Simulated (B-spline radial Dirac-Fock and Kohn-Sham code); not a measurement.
## Photoemission from Pb³⁺ at 7710 eV, detector at θ = 90°, φ = 0°

System: the Pb³⁺ ion, [Xe] 4f14 5d10 6s1. Model: Dirac-Hartree-Slater photoionisation with a Latter tail; cross sections with all multipoles, angular parameters from the dipole term and its interference with E2. Program: a B-spline atomic structure program. Thresholds are orbital energies of the model. For linearly polarised light dσ/dΩ = σ/(4π) [1 + β P₂(cos θ) + (δ + γ cos²θ) sin θ cos φ], with θ from the polarisation vector and φ the angle between the beam and the projection of the electron momentum on the plane normal to the polarisation. The dipole factor is 1 + βP₂ and the non-dipole term is the rest of the bracket. Open shells are filled statistically over j.

Input of the calculation (task.json; shells as n, l, electrons):

```json
{"items": [{
  "Z": 82,
  "q": 3,
  "cfg": [[1, 0, 2], [2, 0, 2], [2, 1, 6], [3, 0, 2], [3, 1, 6], [3, 2, 10], [4, 0, 2], [4, 1, 6], [4, 2, 10], [4, 3, 14], [5, 0, 2], [5, 1, 6], [5, 2, 10], [6, 0, 1]],
  "A": 208,
  "rrms": 5.5012,
  "do": "xps",
  "hv": [51.4, 97.7, 100, 104.0, 143.0, 150, 190.0, 200.0, 214.0, 293.0, 300, 500.0, 600, 800, 834.0, 846.0, 1110.0, 1253.6, 1650.0, 2090.0, 3010.0, 3390.0, 3510.0, 4700.0, 6210.0, 7710.0, 8310.0, 12000, 13300.0, 15000]
}]}
```

Command: `python xray2_run.py task.json out`

```
subshell  threshold (eV)  σ (kb)     β      γ       δ  dipole factor  non-dipole term  dσ/dΩ (kb/sr)
      3s          3855.2    6.94  1.90   0.17  -0.003          0.048           -0.003         0.0248
   3p1/2          3580.3    9.79  1.59   0.02  -0.001          0.205           -0.001          0.159
   3p3/2          3084.7    18.2  1.68   0.05   0.021          0.159           +0.021          0.261
   3d3/2          2624.9    13.3  1.30   0.82   0.127          0.351           +0.127          0.507
   3d5/2          2518.7    17.5  1.21   0.88   0.132          0.394           +0.132          0.734
      4s           907.3    2.01  1.91  -0.11  -0.004          0.043           -0.004        0.00635
   4p1/2           786.6    2.45  1.65   0.19  -0.005          0.173           -0.005         0.0329
   4p3/2           664.5    4.34  1.75   0.25   0.018          0.124           +0.018         0.0491
   4d3/2           465.4    2.63  1.33   1.03   0.107          0.333           +0.107         0.0923
   4d5/2           442.4    3.44  1.20   1.05   0.120          0.398           +0.120          0.142
   4f5/2           182.9   0.391  0.82   1.40   0.335          0.590           +0.335         0.0288
   4f7/2           177.6   0.477  0.79   1.39   0.346          0.606           +0.346         0.0361
      5s           182.9   0.451  1.92  -0.13  -0.003          0.042           -0.003        0.00139
   5p1/2           141.0   0.481  1.66   0.24  -0.005          0.170           -0.005        0.00629
   5p3/2           117.5   0.816  1.76   0.30   0.017          0.119           +0.017        0.00885
   5d3/2           58.33   0.334  1.33   1.06   0.104          0.333           +0.104         0.0116
   5d5/2           55.41   0.428  1.20   1.08   0.118          0.401           +0.118         0.0177
      6s           41.91  0.0346  1.92  -0.14  -0.003          0.042           -0.003       0.000106
```
